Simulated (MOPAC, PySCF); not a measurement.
C$_{3}$H$_{9}$N, SMILES `CC(C)N` (C–C–N–H torsion 62°), neutral singlet in the gas phase. 

Cartesian coordinates (Å):
SMILES: CC(C)N
```xyz
13

C     -0.7585    -1.1658     0.2974
C     -0.0376    -0.0460    -0.4438
C     -0.2119     1.2976     0.2695
N      1.3634    -0.4355    -0.6429
H     -0.3368    -1.2936     1.2992
H     -1.8203    -0.9419     0.4112
H     -0.6532    -2.1098    -0.2372
H     -0.4775     0.0386    -1.4431
H      0.3005     2.0961    -0.2719
H     -1.2662     1.5727     0.3555
H      0.2075     1.2515     1.2787
H      1.8196    -0.5599     0.2559
H      1.8711     0.2959    -1.1285
```
Charge 0, multiplicity 1.

All levels are single points at this geometry (B3LYP-D3(BJ)/def2-TZVP); Pople sets use spherical d functions. Orbital energies aren't observables, and empty levels follow the basis.

```csv
level,HOMO (eV),LUMO (eV),gap (eV),dipole (D),"vertical IE, Delta-SCF (eV)"
B3LYP-D3(BJ)/def2-TZVP in PySCF,-6.57,0.67,7.24,1.22,9.25
B3LYP/6-31G* in PySCF,-6.15,2.15,8.30,1.28,9.03
BP86/6-31G* in PySCF,-4.95,1.52,6.47,1.25,–
PBE/6-31G* in PySCF,-4.83,1.55,6.38,1.24,8.81
SVWN5/6-31G* in PySCF,-4.89,1.33,6.22,1.29,8.96
HF/3-21G in PySCF,-10.06,6.81,16.87,1.56,–
AM1 in MOPAC,-9.94,3.59,13.53,1.56,–
PM3 in MOPAC,-9.51,3.05,12.56,1.39,–
PM6 in MOPAC,-9.45,3.66,13.11,1.95,–
```
